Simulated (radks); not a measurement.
All-electron atom: the terbium ion Tb+ in [Xe] 4f9 6s1.

Calculated with a radial shooting solver on a logarithmic mesh with Libxc functionals: Dirac Kohn-Sham, LDA (Slater exchange, Perdew-Wang correlation), spin-unpolarised, spherical densities, finite nucleus; open shells are shared between the two j in proportion to 2j + 1; Fermi nuclear charge, rms radius 5.06 fm.

Energy parts (eV):
| part | energy |
|---|---|
| total | -318644.56 |
| kinetic | 348342.27 |
| electron-nucleus | -784163.82 |
| Hartree | 123959.70 |
| exchange-correlation | -6782.70 |

Orbitals (lengths in bohr, moments of r in powers of bohr; r(max) is where P^2 peaks):
| orbital | occ. | eigenvalue (eV) | <1/r> | r(max) |
|---|---|---|---|---|
| 1s1/2 | 2 | -51753.67 | 73.03 | 0.01365 |
| 2s1/2 | 2 | -8581.492 | 17.46 | 0.07773 |
| 2p1/2 | 2 | -8159.323 | 17.45 | 0.05860 |
| 2p3/2 | 4 | -7413.626 | 15.35 | 0.06453 |
| 3s1/2 | 2 | -1907.727 | 6.369 | 0.2202 |
| 3p1/2 | 2 | -1723.540 | 6.289 | 0.2074 |
| 3p3/2 | 4 | -1569.665 | 5.755 | 0.2199 |
| 3d3/2 | 4 | -1250.851 | 5.638 | 0.1742 |
| 3d5/2 | 6 | -1217.243 | 5.506 | 0.1778 |
| 4s1/2 | 2 | -382.4038 | 2.666 | 0.5052 |
| 4p1/2 | 2 | -310.2331 | 2.559 | 0.5087 |
| 4p3/2 | 4 | -275.7965 | 2.375 | 0.5356 |
| 4d3/2 | 4 | -156.6625 | 2.155 | 0.5419 |
| 4d5/2 | 6 | -150.4435 | 2.109 | 0.5507 |
| 5s1/2 | 2 | -54.0283 | 1.006 | 1.181 |
| 5p1/2 | 2 | -34.5584 | 0.8811 | 1.291 |
| 5p3/2 | 4 | -30.1210 | 0.8146 | 1.375 |
| 4f5/2 | 3.85714 | -10.1054 | 1.522 | 0.5519 |
| 4f7/2 | 5.14286 | -9.3170 | 1.498 | 0.5573 |
| 6s1/2 | 1 | -9.0016 | 0.3387 | 3.256 |
| 5d3/2 | 0 | -7.3723 | 0.4776 | 2.014 |
| 5d5/2 | 0 | -7.1139 | 0.4634 | 2.072 |
| 6p1/2 | 0 | -5.8222 | 0.2719 | 4.024 |
| 6p3/2 | 0 | -5.4234 | 0.2578 | 4.266 |

The highest occupied level is 6s1/2 at -9.002 eV. Summed over all electrons, <r^2> = 55.07 bohr^2, which gives a Langevin (diamagnetic) susceptibility term of -43.6 x 10^-6 cm^3/mol.
